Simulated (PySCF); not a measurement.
## SMILES C(C1=CC=C(OC)C=C1)(=O)O, C8H8O3

Geometry:
```json
{"atom": "C1", "x (Å)": "-3.419", "y (Å)": "-0.345", "z (Å)": "-0.371"}
{"atom": "O2", "x (Å)": "-2.529", "y (Å)": "0.315", "z (Å)": "0.487"}
{"atom": "C3", "x (Å)": "-1.208", "y (Å)": "0.187", "z (Å)": "0.284"}
{"atom": "C4", "x (Å)": "-0.375", "y (Å)": "0.871", "z (Å)": "1.185"}
{"atom": "C5", "x (Å)": "1.000", "y (Å)": "0.799", "z (Å)": "1.056"}
{"atom": "C6", "x (Å)": "1.577", "y (Å)": "0.043", "z (Å)": "0.024"}
{"atom": "C7", "x (Å)": "3.040", "y (Å)": "-0.064", "z (Å)": "-0.162"}
{"atom": "O8", "x (Å)": "3.579", "y (Å)": "-0.692", "z (Å)": "-1.041"}
{"atom": "O9", "x (Å)": "3.741", "y (Å)": "0.616", "z (Å)": "0.760"}
{"atom": "C10", "x (Å)": "0.745", "y (Å)": "-0.635", "z (Å)": "-0.870"}
{"atom": "C11", "x (Å)": "-0.639", "y (Å)": "-0.571", "z (Å)": "-0.749"}
{"atom": "H12", "x (Å)": "-3.281", "y (Å)": "-1.439", "z (Å)": "-0.341"}
{"atom": "H13", "x (Å)": "-4.430", "y (Å)": "-0.104", "z (Å)": "-0.020"}
{"atom": "H14", "x (Å)": "-3.312", "y (Å)": "0.000", "z (Å)": "-1.415"}
{"atom": "H15", "x (Å)": "-0.845", "y (Å)": "1.454", "z (Å)": "1.980"}
{"atom": "H16", "x (Å)": "1.646", "y (Å)": "1.330", "z (Å)": "1.756"}
{"atom": "H17", "x (Å)": "4.674", "y (Å)": "0.477", "z (Å)": "0.541"}
{"atom": "H18", "x (Å)": "1.209", "y (Å)": "-1.219", "z (Å)": "-1.668"}
{"atom": "H19", "x (Å)": "-1.264", "y (Å)": "-1.110", "z (Å)": "-1.460"}
```

Theory: TDDFT CAM-B3LYP/aug-cc-pVDZ excited states, vertical, gas phase (PySCF 2.14.0). Geometry: PBE0-D3(BJ)/def2-SVP.

**Question.** Give the one- and two-photon strengths of the lowest singlets.

**Answer.** δ for parallel linear polarisation; σ at the peak of a Lorentzian of half width 0.1 eV, single beam; Ω is circular over linear.
```csv
state,E (eV),f,photon λ (nm),δ (au),σ (GM),Ω,main
S1,5.07,0.009,489,11.4,0.11,0.69,"HOMO→LUMO+3 0.58, HOMO−1→LUMO 0.38"
S2,5.18,0.363,478,558,5.50,0.80,HOMO→LUMO 0.90
S3,5.35,0.000,463,0.61,0.01,0.94,HOMO−2→LUMO 0.86
S4,6.00,0.011,413,30.9,0.41,1.50,HOMO→LUMO+1 0.83
S5,6.26,0.266,396,33.7,0.48,0.85,"HOMO−1→LUMO 0.58, HOMO→LUMO+3 0.37"
S6,6.47,0.002,383,77.2,1.19,1.50,"HOMO→LUMO+2 0.57, HOMO→LUMO+4 0.24"
```

Among these, the strongest one-photon state is S2, the strongest two-photon state S2, with a dipole change of 3.4 D (relaxed, norm of the difference vector).
